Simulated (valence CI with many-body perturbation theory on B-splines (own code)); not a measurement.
## E1 line list for Kr29+

Calculated by configuration interaction combined with many-body perturbation theory (CI+MBPT): five valence electrons over a frozen Dirac-Fock core [He], radial functions for each j: 9 s, 9 p, 8 d, 6 f, 3 g, 1 h, with the one-electron correlation potential Σ1, the two-electron term Σ2, the three-electron term Σ3, Breit, model QED; selected CI, second order for the rest (own B-spline code, finite nucleus).

No measured spectrum was set against this ion. As an estimate, large intervals hold to a few tenths of a per cent, small ones and those within an open d or f shell to about a per cent. Among the levels kept, up to 1500 cm⁻¹ of a level comes from second order outside the variational space, and about a tenth of that is noise between levels of different J, which matters for small intervals.

Lines 201 to 250 of 287 in falling wavelength, among levels below 2122.0 eV, chosen from the strongest by gf and those to the six lowest levels. Wavelengths and rates use the calculated energies. Electric multipoles are in the length gauge, E1 and E2 with the static RPA response of the core. Weak lines are less certain than strong ones. Lines between different terms over intervals too small for the method are left out, as are lines whose strength nearly cancels. The highest levels of a list are the least certain.

Levels are named by their leading jj configuration (3d3/2^4 stands for four electrons in 3d with j = 3/2), which in mixed levels can hold well under half, so a name can repeat and another be missing. Letters in brackets count levels of one name in rising energy.

```csv
λ vac (nm),Upper,Lower,A (s⁻¹),log gf,Branch %
0.6283,(2s^2 2p1/2 2p3/2 3d5/2) J=7/2 [a],(2s^2 2p1/2 2p3/2^2) J=5/2,2.16e+12,-0.99,99.8
0.6267,(2s^2 2p3/2^2 3d3/2) J=3/2,(2s^2 2p3/2^3) J=3/2,6.05e+11,-1.85,0.9
0.6266,(2s^2 2p3/2^2 3d3/2) J=1/2,(2s^2 2p3/2^3) J=3/2,1.18e+12,-1.86,3.5
0.6266,(2s^2 2p3/2^2 3d3/2) J=5/2,(2s^2 2p3/2^3) J=3/2,1.43e+12,-1.30,2.0
0.6264,(2s^2 2p1/2 2p3/2 3d3/2) J=7/2,(2s^2 2p1/2 2p3/2^2) J=5/2,1.94e+11,-2.04,96.1
0.6262,(2s^2 2p1/2 2p3/2 3d5/2) J=5/2 [a],(2s^2 2p1/2 2p3/2^2) J=5/2,2.66e+12,-1.03,4.8
0.6261,(2s^2 2p1/2 2p3/2 3d5/2) J=3/2 [a],(2s^2 2p1/2 2p3/2^2) J=5/2,9.17e+10,-2.67,0.3
0.6259,(2s^2 2p1/2 2p3/2 3d5/2) J=3/2 [b],(2s^2 2p1/2 2p3/2^2) J=1/2,5.41e+13,0.10,87.7
0.6257,(2s^2 2p1/2 2p3/2 3d5/2) J=1/2,(2s^2 2p1/2 2p3/2^2) J=1/2,6.33e+13,-0.13,90.8
0.6254,(2s^2 2p1/2^2 3d3/2) J=3/2,(2s^2 2p1/2^2 2p3/2) J=3/2,9.74e+12,-0.64,90.1
0.6254,(2s^2 2p1/2 2p3/2 3d3/2) J=3/2 [a],(2s^2 2p1/2 2p3/2^2) J=3/2,3.06e+11,-2.14,1.6
0.6249,(2s^2 2p1/2 2p3/2 3d3/2) J=5/2 [a],(2s^2 2p1/2 2p3/2^2) J=3/2,2.57e+10,-3.04,0.3
0.6247,(2s^2 2p1/2 2p3/2 3d3/2) J=1/2 [a],(2s^2 2p1/2 2p3/2^2) J=3/2,4.08e+12,-1.32,45.2
0.6239,(2s^2 2p3/2^2 3d5/2) J=1/2,(2s^2 2p3/2^3) J=3/2,3.56e+13,-0.38,56.3
0.6237,(2s^2 2p1/2 2p3/2 3d3/2) J=5/2 [b],(2s^2 2p1/2 2p3/2^2) J=5/2,2.26e+13,-0.10,33.3
0.6232,(2s^2 2p1/2 2p3/2 3d3/2) J=3/2 [b],(2s^2 2p1/2 2p3/2^2) J=5/2,9.73e+12,-0.64,10.6
0.6229,(2s 2p1/2^2 2p3/2 3p1/2) J=3/2 [b],(2s^2 2p3/2^3) J=3/2,1.36e+13,-0.50,53.8
0.6229,(2s 2p1/2^2 2p3/2 3p1/2) J=1/2,(2s^2 2p3/2^3) J=3/2,1.03e+13,-0.92,44.6
0.6226,(2s 2p1/2^2 2p3/2 3p1/2) J=3/2 [a],(2s^2 2p1/2 2p3/2^2) J=1/2,6.45e+10,-2.82,4.6
0.6225,(2s^2 2p1/2^2 3d5/2) J=5/2,(2s^2 2p1/2^2 2p3/2) J=3/2,3.97e+13,0.14,98.0
0.6224,(2s^2 2p3/2^2 3d5/2) J=3/2,(2s^2 2p3/2^3) J=3/2,5.57e+13,0.11,88.1
0.6222,(2s^2 2p1/2 2p3/2 3d5/2) J=5/2 [a],(2s^2 2p1/2 2p3/2^2) J=3/2,2.68e+13,-0.03,48.5
0.6221,(2s^2 2p1/2 2p3/2 3d5/2) J=3/2 [a],(2s^2 2p1/2 2p3/2^2) J=3/2,3.16e+13,-0.14,91.1
0.6219,(2s^2 2p3/2^2 3d5/2) J=5/2,(2s^2 2p3/2^3) J=3/2,6.69e+13,0.37,92.5
0.6214,(2s^2 2p1/2 2p3/2 3d5/2) J=5/2 [b],(2s^2 2p1/2 2p3/2^2) J=5/2,1.94e+13,-0.17,17.8
0.6210,(2s^2 2p1/2 2p3/2 3d5/2) J=7/2 [b],(2s^2 2p1/2 2p3/2^2) J=5/2,7.80e+13,0.56,100.0
0.6207,(2s^2 2p1/2 2p3/2 3d5/2) J=3/2 [b],(2s^2 2p1/2 2p3/2^2) J=5/2,4.52e+12,-0.98,7.3
0.6198,(2s^2 2p1/2 2p3/2 3d3/2) J=5/2 [b],(2s^2 2p1/2 2p3/2^2) J=3/2,1.96e+12,-1.17,2.9
0.6192,(2s^2 2p1/2 2p3/2 3d3/2) J=3/2 [b],(2s^2 2p1/2 2p3/2^2) J=3/2,5.05e+12,-0.93,5.5
0.6186,(2s^2 2p1/2 2p3/2 3d3/2) J=1/2 [b],(2s^2 2p1/2 2p3/2^2) J=3/2,6.01e+12,-1.16,6.6
0.6174,(2s^2 2p1/2 2p3/2 3d5/2) J=5/2 [b],(2s^2 2p1/2 2p3/2^2) J=3/2,7.24e+13,0.39,66.4
0.6174,(2s 2p1/2^2 2p3/2 3p1/2) J=3/2 [a],(2s^2 2p1/2 2p3/2^2) J=5/2,2.78e+11,-2.20,19.9
0.6169,(2s 2p1/2^2 2p3/2 3p1/2) J=5/2,(2s^2 2p1/2 2p3/2^2) J=5/2,1.04e+11,-2.45,2.3
0.6168,(2s^2 2p1/2 2p3/2 3d5/2) J=3/2 [b],(2s^2 2p1/2 2p3/2^2) J=3/2,1.47e+12,-1.47,2.4
0.6166,(2s^2 2p1/2 2p3/2 3d5/2) J=1/2,(2s^2 2p1/2 2p3/2^2) J=3/2,1.72e+12,-1.71,2.5
0.6157,(2s 2p1/2^2 2p3/2 3p3/2) J=3/2,(2s^2 2p1/2 2p3/2^2) J=1/2,8.67e+10,-2.71,0.5
0.6135,(2s 2p1/2^2 2p3/2 3p1/2) J=3/2 [a],(2s^2 2p1/2 2p3/2^2) J=3/2,2.25e+11,-2.29,16.1
0.6130,(2s 2p1/2^2 2p3/2 3p1/2) J=5/2,(2s^2 2p1/2 2p3/2^2) J=3/2,2.22e+12,-1.12,48.3
0.6129,(2s 2p1/2^2 2p3/2 3p3/2) J=7/2,(2s^2 2p1/2 2p3/2^2) J=5/2,3.06e+11,-1.86,95.5
0.6123,(2s^2 2p3/2^2 3d3/2) J=3/2,(2s^2 2p1/2 2p3/2^2) J=1/2,3.34e+12,-1.12,5.0
0.6122,(2s^2 2p3/2^2 3d3/2) J=1/2,(2s^2 2p1/2 2p3/2^2) J=1/2,4.16e+12,-1.33,12.2
0.6107,(2s 2p1/2^2 2p3/2 3p3/2) J=3/2,(2s^2 2p1/2 2p3/2^2) J=5/2,2.93e+10,-3.18,0.2
0.6107,(2s^2 2p1/2 2p3/2 3d3/2) J=3/2 [a],(2s^2 2p1/2^2 2p3/2) J=3/2,1.32e+13,-0.53,69.3
0.6102,(2s^2 2p1/2 2p3/2 3d3/2) J=5/2 [a],(2s^2 2p1/2^2 2p3/2) J=3/2,8.95e+12,-0.52,90.6
0.6101,(2s^2 2p1/2 2p3/2 3d3/2) J=1/2 [a],(2s^2 2p1/2^2 2p3/2) J=3/2,2.32e+12,-1.59,25.7
0.6097,(2s^2 2p3/2^2 3d5/2) J=1/2,(2s^2 2p1/2 2p3/2^2) J=1/2,1.39e+12,-1.81,2.2
0.6094,(2s 2p1/2^2 2p3/2 3p3/2) J=5/2,(2s^2 2p1/2 2p3/2^2) J=5/2,6.57e+10,-2.66,0.4
0.6087,(2s 2p1/2^2 2p3/2 3p1/2) J=3/2 [b],(2s^2 2p1/2 2p3/2^2) J=1/2,6.67e+12,-0.83,26.3
0.6087,(2s 2p1/2^2 2p3/2 3p1/2) J=1/2,(2s^2 2p1/2 2p3/2^2) J=1/2,1.02e+11,-2.94,0.4
0.6084,(2s^2 2p3/2^2 3d5/2) J=7/2,(2s^2 2p1/2 2p3/2^2) J=5/2,2.11e+12,-1.03,99.7
```
